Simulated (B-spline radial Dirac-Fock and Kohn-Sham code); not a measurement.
## Isotope-shift constants of the inner levels of Ar

System: the Ar atom in the configuration [Ne] 3s2 3p6.

These are calculated numbers from a radial B-spline solver; the model is first-order field-shift and mass-shift constants from Dirac-Fock ground and hole states with a Fermi nucleus; the mass shift has no relativistic recoil terms. A binding energy shifts by δE = F·δ⟨r²⟩ + (K_N + K_S)·δ(1/M); F is taken for a change of radius at fixed skin thickness and so holds the higher radial moments.

| level | F (meV/fm²) | K_N (meV u) | K_S (meV u) |
| --- | --- | --- | --- |
| K (1s) | -0.6802 | -1760 | 555.1 |
| L1 (2s) | -0.05418 | -179.5 | -59.63 |
| L2 (2p1/2) | 0.008147 | -137.4 | 123.1 |
| L3 (2p3/2) | 0.008182 | -136.2 | 119.8 |
| M1 (3s) | -0.005563 | -18.34 | -0.8717 |
| M2 (3p1/2) | 0.0008395 | -8.161 | 8.000 |
| M3 (3p3/2) | 0.0008413 | -8.060 | 7.653 |

Line shifts in meV from A = 40 (mass 39.9624 u, rms radius 3.4274 fm); radii from Angeli and Marinova (2013).

```
 A  mass (u)  radius (fm)    Kα1    Kα2    Kβ1    Lβ3
33   32.9899       3.3438  -5.90  -5.91  -5.99  -1.23
34   33.9803       3.3654  -4.95  -4.96  -5.02  -1.03
36   35.9675       3.3905  -3.13  -3.14  -3.18  -0.65
37   36.9668       3.3908  -2.24  -2.24  -2.27  -0.47
38   37.9627       3.4028      ?      ?      ?      ?
39   38.9643       3.4093  -0.68  -0.68  -0.69  -0.15
41   40.9645       3.4251  +0.74  +0.74  +0.75  +0.15
42   41.9630       3.4414  +1.35  +1.35  +1.37  +0.28
43   42.9656       3.4354  +2.04  +2.05  +2.07  +0.41
46   45.9680       3.4377  +3.84  +3.85  +3.89  +0.78
```

Question: What are the shifts for A = 38?

Answer: Kα1 -1.45 meV (field +0.12, mass -1.57); Kα2 -1.45 meV (field +0.12, mass -1.57); Kβ1 -1.47 meV (field +0.11, mass -1.59); Lβ3 -0.31 meV (field +0.01, mass -0.31).
